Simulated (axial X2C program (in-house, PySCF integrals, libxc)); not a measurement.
Which molecule has these constants?

Computed with an in-house all-electron X2C program for linear molecules (integrals from PySCF), spin-free (one-electron X2C) or two-component (2c: spin–orbit coupling with atomic mean-field Coulomb and Gaunt terms, which also bring small scalar terms), in Dyall basis sets with cores contracted in-house; open shells are unrestricted.

A two-component PBE0 calculation in a Dyall 3-zeta basis gave Re = 1.821 Å, ωe = 857.9 cm⁻¹, De = 5.30 eV, Ω = 1/2.

Task: Which molecule is it?
A. O₂⁺
B. Se₂⁺
C. S₂⁺

Result: C. The others have Se₂⁺ 2.085 Å and 454.8 cm⁻¹ (Ω = 1/2); O₂⁺ 1.099 Å and 2123.8 cm⁻¹ (Ω = 1/2).

Each entry is the lowest single determinant of a limited PBE0 search at one distance. De goes to single-determinant-based atoms at the same level (for ions the charge split of lowest energy) and is withheld (n/a) where an atom does not fit its ground term or J level. Main or longest-lived isotopes. Some light 2c atoms are not at their ground J level, so De misses part of their lowering (0.04 eV or less). The functionals have no current term, which raises determinants with orbital currents.
